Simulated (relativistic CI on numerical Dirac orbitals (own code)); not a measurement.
# One change at a time: Pb I

Base calculation: Dirac-Coulomb-Breit CI, orbitals from a KLI potential per configuration, model QED (radiative potential, 1s self-energy scaled to tabulated hydrogen-like ionisation energies), valence Slater integrals scaled by 0.85, P86 correlation energy added to each configuration.

Configurations in the expansion (outside the closed core [Xe] 4f14 5d10): 6s²6p², 6s²6p7s, 6s²6p7p, 6s²6p6d, 6s²6p8s, 6s²6p7d, 6s6p³, 6s²6p8p, 6s²6p5f, 6s²6p9s, 6s²6d², 6s²6p9p, 6s²6p8d, 6s²6p6f, 6s²6p5g, 6s²6p9d. Levels of other configurations are missing.

The lowest level and the first level of each name with at least 55 % of one term (blank where a level has no safe partner in the second run):

```csv
Level,Base (cm⁻¹),Shift (cm⁻¹)
6s²6p² ³P0,0.0,0.0
6s²6p² ³P1,7490.1,-7490.1
6s²6p² ³P2,10801.9,-10801.9
6s²6p² ¹D2,22131.8,-15978.9
6s²6p² ¹S0,30488.1,-16103.3
6s²6p7s ³P°0,35432.3,+348.8
6s²6p7s ³P°1,35781.4,-0.3
6s²6p7p ³D1,43230.4,
6s²6p7p ³P0,44520.2,-1260.4
6s²6p6d ³F°2,45861.0,
6s²6p7s ³P°2,49231.4,-13450.3
6s²6p8s ³P°1,49377.6,-904.6
6s²6p8s ³P°0,49391.6,-918.6
6s²6p8p ³D1,52142.7,
```

For a near-neutral ion this model can misplace configurations by up to about 10,000 cm⁻¹ (more where the count of f electrons changes) and terms by 10 to 25 % of their spread. Rates follow the energies as ν³ (E1, M1) or ν⁵ (E2), so they and the lifetimes can be off by large factors. The fine structure of a lone outer electron comes out too small, for d and f at times inverted, and misplaced configurations move strength between like terms. 16 of the 21 excited levels that our extract of the measured tables holds in this range could be paired (the sources list more); they are missed by 615 cm⁻¹ on average and 1220 at most, and levels without a partner can miss by more.

One thing was changed in a second run, which moved the levels as shown. Which?
A. non-relativistic limit
B. valence Slater integrals scaled by 0.75
C. only the first 3 configurations
D. self-excluded LDA correlation estimate
E. Breit term removed
F. QED terms removed
G. configuration mixing switched off

A. Non-relativistic limit. Without relativity the fine structure collapses and s electrons lose their extra binding.

LS names give the leading component of a level, which can be under half, so a name can repeat, a term be missing and a line seem to break the LS rules.
